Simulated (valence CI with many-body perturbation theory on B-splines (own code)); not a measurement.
**Questions on Nb¹⁸⁺**

Calculated by valence CI with perturbative core correlation (CI+MBPT): five valence electrons over a frozen Dirac-Fock core [Ar], radial functions for each j: 7 s, 7 p, 8 d, 6 f, 4 g, 1 h, with the one-electron correlation potential Σ1 (screened to all orders), the two-electron term Σ2, the three-electron term Σ3, Breit, model QED; selected single and double excitations, second order for the rest, scaled by the run's own slope (own B-spline code, finite nucleus).

No measured levels were compared; by estimate terms of the open shell hold to 2 to 4 % of their energy, and close levels can change places. Only levels of the ground parity were solved; by the run's estimate the other parity begins above the list, which can be wrong where configurations are misplaced.

Names give the largest LS component (configuration and term), which can be under half, so a name can repeat, a term be missing and a line seem to break the LS rules; names also repeat where a configuration has a term twice.

Rates and lifetimes use the calculated energies. Strong lines usually hold to 10 to 20 %, long lifetimes can be off by a factor of two.

Q: What is the ground level?

A: 3d⁵ ⁶S_5/2, composition 94 % 3d⁵ ⁶S + 5 % 3d⁵ ⁴P, g = 1.976.

Q: How well does LS coupling describe the low levels?

A: Among the lowest 20 levels the leading LS term, summed over configurations, holds 67 % on average. For single configurations the figures are 66 % in LS and 63 % in jj coupling. Terms mix most in the J = 5/2 level at 18.168 eV, where the leading one holds 31 %.

Q: What is the ionisation energy?

A: 757.57 eV; NIST lists 758 ± 3 eV (theoretical).
